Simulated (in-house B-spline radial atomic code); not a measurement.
Ionising Tl with different functionals

Computed with a B-spline radial code for spherical atoms: four-component Dirac-Coulomb Hamiltonian, Fermi nucleus of rms radius 5.4759 fm, spin-restricted, spherical fractional occupations for the functionals, and exact exchange of hybrids averaged over the configuration. The ionisation energy is the difference of two self-consistent energies, [Xe] 4f14 5d10 6s2 6p1 → [Xe] 4f14 5d10 6s2, without Breit or QED terms; ε is the level of the shell that loses the electron (mean over j). The electron is taken from both j subshells in proportion to 2j + 1, so the result is a j average, not the step between ground levels.

| method | rung | ΔSCF (eV) | -ε(6p) (eV) |
| --- | --- | --- | --- |
| PBE0 | global hybrid | 5.33 | 3.26 |
| CAM-B3LYP | range-separated hybrid | 5.58 | 4.48 |
| wB97X | range-separated hybrid | 5.52 | 5.41 |
| HSE06 | range-separated hybrid | 5.35 | 2.91 |

Problem. Among the functionals, which spreads more, the ΔSCF values or the orbital energies?

Solution. The orbital energies: ΔSCF values span about 0.25 eV and the orbital energies 2.50 eV; here energy differences depend much less on the functional than eigenvalues do.

Problem. How do they compare with the NIST value?

Solution. NIST lists 6.108 eV (measured, ground level to ground level). Errors run from -0.78 to -0.53 eV. The correlated functionals all miss on the same side by more than they spread, so the cause is common to them (Breit-QED terms, spin polarisation, the choice among j levels, multiplet and fine-structure energies, or a listed next ion that isn't the cheapest removal here) and closeness doesn't rank the functionals.
